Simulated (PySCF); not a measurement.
# Löwdin shares of the frontier orbitals

C₉H₁₂O.
Structure used (PBE0-D3(BJ)/def2-SVP), in Å, numbered top down from 1:
```xyz
22
C9H12O angstrom
C     -1.3950   -0.4621   -1.4294
C     -1.3550   -0.0841    0.0417
C     -2.5232   -0.6499    0.8224
O     -0.1828   -0.5963    0.6586
C      1.0082    0.0158    0.4974
C      2.1012   -0.6085    1.1167
C      3.3698   -0.0521    1.0279
C      3.5782    1.1343    0.3201
C      2.4944    1.7517   -0.2955
C      1.2126    1.2037   -0.2159
H     -1.4168   -1.5574   -1.5345
H     -0.5134   -0.0858   -1.9679
H     -2.2936   -0.0482   -1.9109
H     -1.3635    1.0168    0.1447
H     -2.5230   -1.7489    0.7640
H     -2.4544   -0.3617    1.8809
H     -3.4755   -0.2785    0.4170
H      1.9191   -1.5335    1.6672
H      4.2089   -0.5516    1.5186
H      4.5768    1.5700    0.2499
H      2.6386    2.6794   -0.8550
H      0.3856    1.7109   -0.7131
```

Computed, not measured: TDDFT wB97X-D/def2-SVPD, vertical, gas phase, core orbitals frozen in the response in PySCF 2.14.0, density-fitted response routines.

Kohn–Sham orbitals with the atoms that hold most of them (Löwdin shares over 4%, at most four atoms; ? is withheld):

| orbital | ε (eV) | atoms |
| --- | --- | --- |
| HOMO-3 | -11.05 | O4 26%, C1 10%, C2 10%, C8 9% |
| HOMO-2 | -10.91 | O4 26%, C2 14%, H14 10%, C5 7% |
| HOMO-1 | -9.04 | ? |
| HOMO | -8.08 | ? |
| LUMO | ? | C9 19%, C6 19%, C7 18%, C10 16% |
| LUMO+1 | 1.92 | C5 20%, C8 20%, C7 12%, C9 11% |
| LUMO+2 | 2.34 | C1 14%, C3 13%, H13 7%, C2 7% |

Problem. Which atoms hold the HOMO, and with what shares?

Solution. O4 (bonded to 2 C) 21%; C8 (bonded to 2 C and H) 20%; C5 (bonded to 2 C and O) 15%; C6 (bonded to 2 C and H) 12%. By element: carbon 46% or more, oxygen 21%.

Problem. Which atoms hold the HOMO-1, and with what shares?

Solution. C10 (bonded to 2 C and H) 22%; C7 (bonded to 2 C and H) 22%; C6 (bonded to 2 C and H) 19%; C9 (bonded to 2 C and H) 18%.

Problem. What is the LUMO energy, and the HOMO–LUMO gap?

Solution. ε(LUMO) = 1.53 eV; the gap is 9.62 eV (0.3534 hartree).

Problem. The HOMO–LUMO gap is 9.62 eV. Where does the response calculation put the lowest singlet, and from which orbitals?

Solution. S1 is at 5.15 eV (f = 0.031), 4.46 eV below the gap, made of HOMO→LUMO (79%), HOMO-1→LUMO+1 (18%). 

Problem. One configuration dominates each of S1, S2 and S5. Which, and how do the shares of the two leading atoms of either orbital change from the occupied to the empty one?

Solution. 
- S1 (5.15 eV, f 0.031), HOMO→LUMO (79%): O4 21% → at most 17%, C8 20% → at most 17%, C9 at most 12% → 19%, C6 12% → 19%
- S2 (5.92 eV, f 0.096), HOMO→LUMO+1 (75%): O4 21% → at most 11%, C8 20% → 20%, C5 15% → 20%
- S5 (6.96 eV, f 0.399), HOMO-1→LUMO+1 (71%): C10 22% → at most 11%, C7 22% → 12%, C5 at most 19% → 20%, C8 at most 19% → 20%

Löwdin shares depend on the basis, the more so with diffuse functions.

One conformer stands for the species.
